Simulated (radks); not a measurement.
Results of a calculation; reference values are marked as such.
Polarisability of neutral palladium, [Kr] 4d10, at imaginary frequency. Level of theory: non-relativistic Kohn-Sham, LDA (Slater exchange, Perdew-Wang correlation), spin-polarised, spherical densities, point nucleus; relativity is left out, which matters for an element this heavy (a radial shooting solver on a logarithmic mesh with Libxc functionals). Response by self-consistent Sternheimer equations with the Hartree and adiabatic LDA kernel.

w (hartree),alpha1(iw) (bohr^3),alpha2(iw) (bohr^5)
0.00266,28.39,458.9
0.0143,28.28,438.7
0.0360,27.68,360.1
0.0697,26.00,255.8
0.118,22.91,182.8
0.186,18.91,137.4
0.280,14.89,104.0
0.413,11.33,76.28
0.605,8.303,53.10
0.892,5.768,34.55
1.35,3.695,20.59
2.12,2.085,10.89
3.59,0.9642,4.787
6.94,0.3315,1.532
17.5,0.07335,0.2685

Static values: alpha1 = 28.39 bohr^3 (4.208 angstrom^3; uncoupled 45.31), alpha2 = 459.7 bohr^5, alpha3 = 4976 bohr^7. C6 = 203.4, C8 = 8796, triple-dipole C9 = 3707 atomic units. One-pole (London) frequency 4 C6 / (3 alpha1^2) = 0.336 hartree, against 0.161 for minus the highest occupied eigenvalue. The dipole shielding factor is 1.000, as the force sum rule N/Z = 1.000 demands. Recommended static value: 26.14 bohr^3 (Schwerdtfeger and Nagle, 2023 table).
